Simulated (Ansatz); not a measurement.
Reaction (ligand exchange at the Si–Br bond): `C[Si](C)(F)Br` + HI → `C[Si](C)(F)I` + HBr

Program: Ansatz. Geometries: PBE0-D4/def2-TZVP. ΔE: electronic, gas phase. CCSD(T)/CBS is the MP2 limit (def2-TZVPP, def2-QZVPP) plus CCSD(T) − MP2 in def2-TZVPP, frozen cores. DFT in def2-TZVPP. B3LYP here is the variant with VWN-RPA as its local correlation; programs differ in this. def2 core potentials past Kr. For Br, I outer-core shells are correlated without core-valence functions, which leaves a few kJ/mol of doubt a bond. Scalar relativity is left out up to krypton.

```tsv
level	ΔE (kJ/mol)	difference from CCSD(T)/CBS
PBE0-D4	11.4	-0.2
B3LYP-D4	13.5	1.9
ωB97X-V	14.5	2.9
B2PLYP	14.7	3.1
r2SCAN	14.0	2.4
PBE0	12.8	1.2
B3LYP	16.0	4.4
SCS-MP2/def2-TZVPP	13.2	1.6
CCSD(T)/def2-TZVPP	14.9	3.3
MP2/def2-QZVPP	8.6	-3.0
CCSD(T)/CBS	11.6	0
```

Largest T1 diagnostic among the species: 0.009.

In def2-TZVPP, CCSD(T) changes the Hartree–Fock value by −4.2 kJ/mol (the triples alone add −1.2 kJ/mol) and MP2 by −8.4 kJ/mol.
